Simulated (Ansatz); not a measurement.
# Reading a saddle point

A first-order saddle point of CH₅GaS, closed shell, PBE0-D4/def2-TZVP, with one imaginary mode of 1412i cm⁻¹:

Ga1  (0.314, -0.518, 0.182)
H2  (-0.113, -1.334, -1.406)
S3  (1.323, -2.308, 0.653)
H4  (0.451, -1.997, -0.845)
C5  (-0.392, 1.284, 0.336)
H6  (-0.109, 1.714, 1.297)
H7  (-1.480, 1.258, 0.255)
H8  (0.006, 1.901, -0.471)
(Å)

Program: Ansatz 0.2.0. Basis: def2-TZVPP and def2-QZVPP. Cores are frozen in the correlated methods. Filled d shells of the heavier atoms are correlated. The def2 sets are not built for correlating such inner shells, so the correlated values are less sure here. Extrapolation: Hartree–Fock as exp(−7.88 √X), correlation as X^−2.97.

(1) Which contacts change along the imaginary mode, and what lies on either side? (Judge from chemistry; the calculation decides.)

(2) Which side is lower, and how far does the saddle lie above each? (Judge from chemistry; the value comes from the calculation.)

No T1 diagnostic of these runs exceeds 0.016.

Answers

(1) By the calculation: The step is CH₅GaS ([CH3][GaH][SH]) → CH₃GaS ([CH3][Ga][S]) + H₂, with the molecules in contact on both sides. Shortening one way: H2–H4; lengthening the same way: Ga1–H2, S3–H4.
```
  pair  one side (Å)  saddle (Å)  other side (Å)
 H2–H4          3.03        1.04            0.75
Ga1–H2          1.57        1.84            3.35
 S3–H4          1.34        1.76            3.62
```

(2) Computed: The side with Ga1–H2, S3–H4 short is lower by 73.8 kJ/mol; the saddle lies 200.2 kJ/mol above it and 126.4 kJ/mol above the other (CCSD(T) at an estimated basis limit (MP2 extrapolated from triple and quadruple zeta, plus CCSD(T) − MP2 in triple zeta); electronic energies).

Labels in which every atom is bracketed show which atoms are joined, not bond orders.

For scale, one of the runs: CCSD(T)/def2-TZVPP, 191 basis functions (an equivalent command: `ansatz run in.yaml --threads 4`). Time: 40 s of wall clock on 4 CPU threads; the host was shared. Peak host memory: 2 GiB.
